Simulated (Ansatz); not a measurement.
Relaxation of C2H9NSi (13 atoms, charge 0, multiplicity 1), to a largest force component of 0.02 eV/Å in at most 40 steps.

These are results of RKS B3LYP-D4/6-31G (Ansatz), not measurements.

```xyz
13
Properties=species:S:1:pos:R:3:forces:R:3
Si 0.000 0.000 0.000 1.85 -0.02 -0.52
H 0.000 0.000 1.460 -0.27 -0.01 0.95
N 1.716 0.000 -0.606 -1.29 0.20 -0.43
C 2.407 -1.273 -0.857 -0.14 0.37 0.27
H 1.743 -1.947 -1.437 0.42 0.05 0.21
H 3.336 -1.083 -1.433 -0.38 -0.20 0.23
H 2.664 -1.752 0.111 0.19 -0.17 -0.45
C 2.411 1.273 -0.845 0.01 -0.48 0.28
H 3.038 1.188 -1.757 -0.17 0.22 0.31
H 1.665 2.082 -0.984 0.46 -0.26 0.03
H 3.057 1.512 0.026 0.01 0.32 -0.39
H -0.688 1.191 -0.486 -0.34 0.72 -0.24
H -0.688 -1.191 -0.486 -0.34 -0.73 -0.25
```

Where does it end, and by what steps?

The run converged. The force dipped under the threshold on the way, but the program's further checks kept it going. Limits of this set-up: no polarisation functions. After 8 steps the energy has fallen by 0.246 eV; H7 moved furthest, 0.57 Å.

| step | energy less start (eV) | largest force component (eV/Å) | accepted |
| --- | --- | --- | --- |
| 0 | 0.0000 | 1.852 | yes |
| 1 | -0.1727 | 0.718 | yes |
| 2 | -0.2105 | 0.165 | yes |
| 3 | -0.2259 | 0.283 | yes |
| 4 | -0.2444 | 0.051 | yes |
| 5 | -0.2460 | 0.011 | yes |
| 6 | -0.2463 | 0.026 | yes |
| 7 | -0.2463 | 0.022 | yes |
| 8 | -0.2463 | 0.018 | yes |

```xyz
13
Properties=species:S:1:pos:R:3
Si -0.024 -0.001 -0.082
H -0.164 -0.044 1.428
N 1.638 0.004 -0.708
C 2.410 -1.228 -0.851
H 1.741 -2.092 -0.927
H 3.015 -1.191 -1.769
H 3.098 -1.404 -0.005
C 2.430 1.229 -0.779
H 3.037 1.234 -1.697
H 1.776 2.107 -0.806
H 3.119 1.344 0.075
H -0.695 1.260 -0.550
H -0.716 -1.220 -0.623
```

Whether the end is a true minimum wasn't checked by a vibrational analysis.

The run took 18 s on 1 thread of Intel(R) Xeon(R) 6975P-C (Granite Rapids), with other jobs on the host, peak memory 0.16 GiB.
